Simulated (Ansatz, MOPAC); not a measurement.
Gas-phase reaction in SMILES: I (HI) → I atom + H atom (the H-I bond breaks)

Wanted: bond dissociation energy (enthalpy at 298 K), in kcal/mol. Conventions: open shells spin-unrestricted; no spin-orbit coupling; six Cartesian d functions in 6-31G* and its kin unless marked 5d; STO-3G and 3-21G all-electron and non-relativistic; def2 sets with scalar-relativistic core potentials past Kr; frozen cores in correlated levels (noble-gas shells and the d and f shells of earlier blocks); LANL2DZ with its own core potentials from Na on. Ab initio and DFT rows: single points at B3LYP-D3(BJ) geometries (Ansatz, a quantum-chemistry and plane-wave program), with unscaled harmonic terms from B3LYP/6-31G* (LANL2DZ past Ar) at its own minima. Semi-empirical rows: MOPAC heats of formation at their own minima for 298 K.

Measured values: Active Thermochemical Tables 1.112 (ions: stationary electron), as tabulated in the package chemicals; they hold spin-orbit and core effects, anharmonicity. 

Value to compare with, the measured value: 71.3 kcal/mol.

```tsv
level	program	bond dissociation energy (enthalpy at 298 K) (kcal/mol)	error
AM1	MOPAC	69.7	-1.6
HF/3-21G	Ansatz	41.5	-29.8
HF/LANL2DZ	Ansatz	42.4	-28.9
HF/6-31G* with LANL2DZ past Ar	Ansatz	41.0	-30.3
PBE/LANL2DZ	Ansatz	71.4	0.1
PBE/def2-SVP	Ansatz	76.0	4.7
B3LYP/STO-3G	Ansatz	94.9	23.6
B3LYP/LANL2DZ	Ansatz	69.9	-1.4
B3LYP/6-31G* with LANL2DZ past Ar	Ansatz	68.4	-2.9
MP2/3-21G	Ansatz	53.1	-18.2
PBE/def2-TZVPD	Ansatz	77.0	5.7
B3LYP-D3(BJ)/def2-TZVPD	Ansatz + dftd3	76.8	5.5
```

3 of the 10 habitual levels lie above the measured value; their mean absolute error is 14.2 kcal/mol, the median 11.4.

The levels are drawn from those run, B3LYP/6-31G* more often than the rest, none by its result; runs whose electronic state is in doubt are left out.
